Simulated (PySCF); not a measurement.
SMILES [SiH]([SiH2]B(C)C)(Cl)Cl (C2H9BCl2Si2), GFN2-xTB optimised geometry.

```
16

Si    -1.03    -1.73    -2.55
Cl     0.83    -1.76    -3.40
Cl    -2.00    -0.15    -3.40
Si    -0.82    -1.36    -0.25
B      0.16     0.34     0.00
C     -0.64     1.69     0.00
C      1.73     0.34     0.00
H     -1.69    -2.90    -3.12
H     -2.19    -1.43     0.29
H     -0.18    -2.58     0.29
H     -1.05     1.85    -1.00
H     -0.05     2.58     0.24
H     -1.51     1.68     0.66
H      2.16    -0.44     0.63
H      2.06     0.11    -1.01
H      2.19     1.29     0.28
```

Density from CAM-B3LYP/def2-TZVP (PySCF) at that geometry.

Minimum of the electron density along straight lines between bonded atoms, close to the bond critical point (lines longer than 1.1 times the sum of covalent radii, or with two minima, are not listed):

```
bond     length / Å  ρ at the minimum / e bohr⁻³  ∇²ρ there / e bohr⁻⁵  position (fraction from the first atom)
-------  ----------  ---------------------------  --------------------  ---------------------------------------
Si1–Cl2       2.044                        0.101                  0.24                                     0.36
Si1–Cl3       2.044                        0.101                  0.24                                     0.36
Si1–Si4       2.337                        0.094                 -0.13                                     0.64
Si4–B5        1.971                        0.121                 -0.06                                     0.39
B5–C6         1.573                        0.189                 -0.35                                     0.33
B5–C7         1.573                        0.189                 -0.35                                     0.33
Si1–H8        1.461                        0.131                  0.15                                     0.49
Si4–H9        1.476                        0.121                  0.17                                     0.49
Si4–H10       1.476                        0.121                  0.17                                     0.49
C6–H11        1.093                        0.268                 -0.89                                     0.64
C6–H12        1.088                        0.277                 -0.94                                     0.64
C6–H13        1.089                        0.273                 -0.92                                     0.64
C7–H14        1.089                        0.273                 -0.92                                     0.64
C7–H15        1.093                        0.268                 -0.88                                     0.64
C7–H16        1.088                        0.277                 -0.94                                     0.64
```
